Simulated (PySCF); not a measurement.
# Computed properties of C9H6N4, SMILES N12C3=CC=CC1=NC=CC2=NC=N3

C9H6N4, SMILES N1=C2N3C(C=CC=C3N=C1)=NC=C2. Geometry optimised at B3LYP-D3(BJ)/def2-SVP. The values are those of a single conformer. All values are computed for the isolated molecule unless a solvent is named; none is compared with measurement here.

**Structure.** The optimised structure has Cs symmetry. All 51 harmonic modes at B3LYP-D3(BJ)/def2-SVP (PySCF) are real, so it is a minimum. With heavy atoms numbered as in [CH:1]1=[CH:2][C:3]2=[N:4][CH:5]=[CH:6][C:7]3=[N:8][CH:9]=[N:10][C:11](=[CH:12]1)[N:13]23, the shortest bond between them is C9–N10 at 1.316 Å and the longest C2–C3 at 1.413 Å.

**Vibrations.** The strongest infrared lines (harmonic, unscaled, degenerate partners summed) lie at 1684 cm⁻¹ (766 km/mol, C 81 %, N 16 %), 1696 cm⁻¹ (671 km/mol, C 80 %, N 16 %), 1635 cm⁻¹ (190 km/mol, C 73 %, N 19 %). The softest mode is at 126 cm⁻¹ and the zero-point energy is 88.6 kcal/mol.

**Electronic structure.** HF/def2-SVP (PySCF) places the frontier levels at -7.32 and 1.19 eV, a gap of 8.51 eV, and gives a dipole moment of 1.35 D and a mean polarisability of 117.8 bohr³. PBE/def2-SVP (PySCF) at the same geometry gives -4.90 and -3.10 eV, so its gap is 6.71 eV narrower. An orbital gap is neither the optical nor the fundamental gap.

**Excitations.** TDA-PBE0/def2-SVP (PySCF) has S1 at 2.12 eV (586 nm, f = 0.001, dark); the most intense of the 6 singlets computed lies at 4.40 eV (f = 0.27). T1 (TDA) is at 1.85 eV, 0.27 eV under S1. TDA-PBE/def2-SVP (PySCF) puts S1 at 1.93 eV.

**NMR.** GIAO shifts at PBE0/pcSseg-1 (PySCF) (non-relativistic, atoms alike by connectivity averaged): ¹³C from 109.9 to 174.6 ppm against TMS; ¹H from 4.9 to 7.2 ppm against TMS.
